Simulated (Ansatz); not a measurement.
aminoborane (SMILES BN) moved off its minimum; all values from Ansatz (a quantum-chemistry and plane-wave program), cores frozen in correlated methods.
(charge 0, multiplicity 1)
```xyz
6

B     -0.76040     0.14385     0.00570
N      0.65142    -0.09862    -0.09609
H     -1.40202    -0.91168    -0.01686
H     -1.28527     1.30077     0.00530
H      1.23687     0.77121    -0.04808
H      1.15388    -0.86950     0.11440
```

Give the forces (eV/Å), the total energy and the dipole at CCSD(T)/aug-cc-pVTZ.


| atom | Fx | Fy | Fz |
|---|---|---|---|
| B1 | 0.217 | -0.885 | -0.434 |
| N2 | -1.974 | 5.910 | -0.185 |
| H3 | 0.018 | 0.907 | 0.238 |
| H4 | 0.873 | -1.375 | -0.035 |
| H5 | -0.579 | -1.405 | -0.135 |
| H6 | 1.445 | -3.152 | 0.550 |
Energy -81.8805 hartree, dipole 1.78 D.
